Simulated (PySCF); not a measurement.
C6H8, SMILES [C@@H]1([C@@H](C)C1)C#C. Coordinates come from a PBE-D3(BJ)/def2-SVP optimisation. The structure was generated by enumeration; whether it is a known compound was not checked.

Question: Give the equilibrium geometry at PBE-D3(BJ)/def2-SVP (PySCF confirms it by a frequency run) as Cartesian coordinates in Å. (The exact figures need the calculation; the answer reports its results.)

Answer: 
```xyz
14

C      2.2426     0.1887    -1.0464
C      1.3773    -0.0822    -0.2229
C      0.3648    -0.3917     0.7516
C     -0.8370    -1.2577     0.3784
C     -1.0431     0.2077     0.6440
C     -1.3950     1.1650    -0.4701
H      3.0087     0.4233    -1.7711
H      0.7501    -0.5197     1.7781
H     -0.8887    -1.5979    -0.6678
H     -1.1782    -1.9953     1.1208
H     -1.4884     0.4552     1.6230
H     -1.0958     2.2026    -0.2169
H     -2.4875     1.1619    -0.6633
H     -0.8776     0.8913    -1.4108
```
